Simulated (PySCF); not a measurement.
Question: Give a CAM-B3LYP/def2-SV(P) geometry of `Brc1c(c(=O)c1)=O`.

Answer: 
```
atom  x, y, z in Å
O1    -2.2199   -0.1335    0.7077
C2    -1.0995   -0.0578    0.3184
C3     0.0292   -1.0143    0.0504
C4     0.8752   -0.0366   -0.3499
Br5    2.6171   -0.0052   -0.9381
C6    -0.1270    1.0847   -0.1458
O7    -0.1342    2.2612   -0.2834
H8     0.1296   -2.0953    0.1447
```

Any rigid rotation of these coordinates is as good. Atoms count from 1 in this order. The 4-membered ring C2–C3–C4–C6 has internal angles of 84.9° to 94.7° (sum 360°, against 360° for a flat polygon); it is planar, 0.00 Å rms from its mean plane, widest ring torsion 0°. The 7 heavy atoms lie in one plane (0.001 Å rms). The 4 C–C bonds span 1.353 Å (C3–C4, drawn aromatic) to 1.571 Å (C2–C6, drawn aromatic), a spread of 0.218 Å.

Bonds between heavy atoms (Å): O1=C2 1.189, C2–C3 1.504, C3–C4 1.353, C4–Br5 1.839, C4–C6 1.518, C6=O7 1.185, C2–C6 1.571.

Level of theory: CAM-B3LYP/def2-SV(P) geometry optimisation, gas phase in PySCF 2.14.0.

Point group: Cs (tolerance 0.08 Å). Not checked by CAM-B3LYP/def2-SV(P) frequencies.
